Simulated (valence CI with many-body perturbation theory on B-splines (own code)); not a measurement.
# Rb XXIII: key properties

Computed by configuration interaction combined with many-body perturbation theory (CI+MBPT): five valence electrons over a frozen Dirac-Fock core [Ne], a basis of 11 s, 11 p, 10 d, 8 f, 5 g, 2 h functions for each j, with the one-electron correlation potential Σ1, the two-electron term Σ2, the three-electron term Σ3, Breit, model QED; selected CI, second order for the rest, scaled by the run's own slope (own B-spline code, finite nucleus).

No measured spectrum was set against this ion. As an estimate, levels of excited configurations hold to 0.05 to 0.15 % of their energy, terms of the ground configuration to about 0.5 %. Among the levels kept, up to 3400 cm⁻¹ of a level comes from second order outside the variational space, and about a tenth of that is noise between levels of different J, which matters for small intervals.

Names give the largest LS component (configuration and term), which can be under half, so a name can repeat, a term be missing and a line seem to break the LS rules; names also repeat where a configuration has a term twice.

Rates and lifetimes use the calculated energies. Strong lines usually hold to 10 to 20 %, long lifetimes can be off by a factor of two.

Question: What is the ground level?

Answer: 3s2.3p3 4S°_3/2, composition 63 % 3s2.3p3 4S° + 24 % 3s2.3p3 2P° + 10 % 3s2.3p3 2D°, g = 1.706.

Question: How well does LS coupling describe the low levels?

Answer: Among the lowest 20 levels the leading LS term, summed over configurations, holds 72 % on average. For single configurations the figures are 65 % in LS and 66 % in jj coupling. Terms mix most in the J = 3/2 level at 92.76 eV, where the leading one holds 44 %.

Question: Where does the other parity begin?

Answer: At 3s.3p4 4P_5/2, 67.49 eV.

Question: Among levels below 250.53 eV, which E1 lines absorb most strongly from the ground level?

Answer: to 3s2.3p2.3d 4P_5/2 at 10.63 nm, f = 0.343; to 3s2.3p2.3d 4P_3/2 at 10.48 nm, f = 0.190; to 3s2.3p2.3d 4P_1/2 at 10.41 nm, f = 0.138.

Question: What is the ionisation energy?

Answer: 1014.7 eV; NIST lists 1024 ± 4 eV (semi-empirical).

Question: Name the longest-lived excited levels whose lifetime is computed, and their main decay.

Answer: 3s2.3p3 2D°_5/2 at 14.71 eV lives 461 μs, mostly by M1 to 3s2.3p3 4S°_3/2; 3s2.3p3 2D°_3/2 at 10.79 eV lives 85.9 μs, mostly by M1 to 3s2.3p3 4S°_3/2; 3s2.3p2.3d 2G_9/2 at 120.89 eV lives 47.5 μs, mostly by M1 to 3s2.3p2.3d 4F_9/2. The lifetime of 3s2.3p2.3d 4F_9/2 is too uncertain to give, and may be longer.
